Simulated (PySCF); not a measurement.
# Calculated NMR data

- shielding tensors at PBE0/pcSseg-1 (GIAO)
- coordinates at the GFN2-xTB level
- code: PySCF 2.14
- rapidly exchanging positions averaged, relativity neglected, a single conformation, gas phase

Chemical shifts δ = σref − σ; 1H (σref 31.72) and 13C (σref 186.93) vs TMS, all at this level. Where no couplings were computed, multiplicities follow the n + 1 count of equivalent neighbours, and m marks all less simple cases (inequivalent or close neighbours, rings, F or P nearby). Shifts are as computed. Against solution values, carbons near 30 ppm lie about +3 ppm off and those near 130 ppm about +5 ppm. Of 1211 compounds with measured shifts, 218 miss one by over three times the rms of a fit or turn the order of signals round; such compounds aren't used in these exercises. OH and NH positions are gas-phase values without hydrogen bonding to other molecules.

**1.** SMILES CN1C=NC(C#C)=C1C, C$_{7}$H$_{8}$N$_{2}$. 1H NMR (600 MHz, computed): δ 6.98 (s, 1H), 3.58 (s, 3H), 2.75 (s, 1H), 2.44 (s, 3H). 13C{1H} NMR (computed): δ 139.5, 138.6, 128.0, 87.0, 82.8, 32.5, 11.5.

**2.** `c1(/C=N\[H])cccc(N)c1`, C$_{7}$H$_{8}$N$_{2}$. 1H NMR (600 MHz, computed): δ 11.66 (br s, 1H), 8.30 (s, 1H), 7.54 (m, 1H), 7.15 (d, 1H), 6.76 (d, 1H), 6.63 (s, 1H), 3.54 (br s, 2H). 13C{1H} NMR (computed): δ 171.8, 153.2, 139.1, 135.4, 119.7, 119.2, 115.6.
